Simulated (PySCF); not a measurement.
Calculated NMR parameters of N#C[C@@H]1CCC1=O

```
Formula                               : C5H5NO
SMILES                                : N#C[C@@H]1CCC1=O
Point group of the computed structure : C1
Degrees of unsaturation               : 4
Carbon signals                        : 5
Proton signals                        : 5
```

Molfile (atoms numbered from 1):
```
C5H5NO
     RDKit          3D

 12 12  0  0  0  0  0  0  0  0999 V2000
    2.8628    0.7076   -0.6079 N   0  0  0  0  0  0  0  0  0  0  0  0
    1.9267    0.1502   -0.2612 C   0  0  0  0  0  0  0  0  0  0  0  0
    0.7242   -0.5148    0.1472 C   0  0  2  0  0  0  0  0  0  0  0  0
   -0.4526   -0.4101   -0.8551 C   0  0  0  0  0  0  0  0  0  0  0  0
   -1.2468    0.4404    0.1523 C   0  0  0  0  0  0  0  0  0  0  0  0
   -0.1243    0.2892    1.1482 C   0  0  0  0  0  0  0  0  0  0  0  0
    0.0544    0.6208    2.2771 O   0  0  0  0  0  0  0  0  0  0  0  0
    0.9685   -1.5197    0.4985 H   0  0  0  0  0  0  0  0  0  0  0  0
   -0.9066   -1.3701   -1.0881 H   0  0  0  0  0  0  0  0  0  0  0  0
   -0.1995    0.1013   -1.7812 H   0  0  0  0  0  0  0  0  0  0  0  0
   -2.1971    0.0286    0.4883 H   0  0  0  0  0  0  0  0  0  0  0  0
   -1.4085    1.4759   -0.1441 H   0  0  0  0  0  0  0  0  0  0  0  0
  1  2  3  0
  2  3  1  0
  3  4  1  0
  4  5  1  0
  5  6  1  0
  6  7  2  0
  6  3  1  0
  3  8  1  1
  4  9  1  0
  4 10  1  0
  5 11  1  0
  5 12  1  0
M  END
```

PySCF calculation with shieldings: GIAO PBE0/pcSseg-1 and geometry: GFN2-xTB; single conformer, isolated molecule, no relativistic terms.

References, each an isolated molecule treated in the same way: ¹H and ¹³C against TMS; ¹⁵N against NH3; H2O for ¹⁷O.

```tsv
carbon	δC, type	δH (multiplicity)	HMBC from (2–3 bonds)	span of the C tensor (ppm)
C2	120.2, C	–	H8, H9, H10	348
C3	46.4, CH	3.73 (m)	H12, H11, H9, H10	58
C4	17.9, CH2	H9 2.33 (m); H10 2.24 (m)	H8, H12, H11	36
C5	49.5, CH2	H11 3.28 (m); H12 3.58 (m)	H8, H9, H10	69
C6	202.5, C	–	H8, H12, H11, H9, H10	207
```

Other nuclei:
| atoms | nucleus | environment | δ (ppm) | σ (ppm) |
| --- | --- | --- | --- | --- |
| N1 | ¹⁵N | nitrile nitrogen | 308.7 | -41.0 |
| O7 | ¹⁷O | ketone oxygen | 683.2 | -347.1 |

- Carbon types of the structure: 2 × C, 1 × CH, 2 × CH2, which accounts for all hydrogens.
- δC 202.5: ketone carbonyl carbon; low-lying n→π* states of the double bond to the heteroatom give a large paramagnetic term (-265 ppm).
- δC 120.2: nitrile carbon; this is the usual window of a C≡N carbon, which has no attached hydrogen.
- δC 49.5: sp3 CH2 α to a carbonyl; α to the electron-withdrawing carbonyl group.
- δC 46.4: sp3 CH α to a carbonyl; the adjacent C=O deshields it moderately.
- δC 17.9: sp3 CH2 in a ring; aliphatic region, no heteroatom directly attached.

Shifts are as computed. Against solution values, carbons near 30 ppm lie about +3 ppm off and those near 130 ppm about +5 ppm (rms about the fit 2.1 ppm; single classes can miss by 10 ppm). Of 1328 compounds with measured shifts, 309 miss one by over three times the rms of a fit or turn the order of signals round; such compounds aren't used in these exercises. Signals without a measured value on file couldn't be tested in this way; 1H shifts scatter by 0.2 ppm about their fit, and single ones miss by 0.5 ppm. Unscaled 17O shifts of doubly bonded oxygen tend to come out too high, by tens of ppm or more. Experimental scales use liquid or dissolved standards, which lie at an offset from isolated NH3 (liquid NH3: subtract about 20 ppm) and H2O (liquid H2O: subtract about 36 ppm). Unscaled 15N shifts of sp2 nitrogen often come out too high even then, by a few to some tens of ppm. Multiplicities follow the n + 1 count of equivalent neighbours, as no J values were calculated; m marks all less simple cases, F and P coupling included.
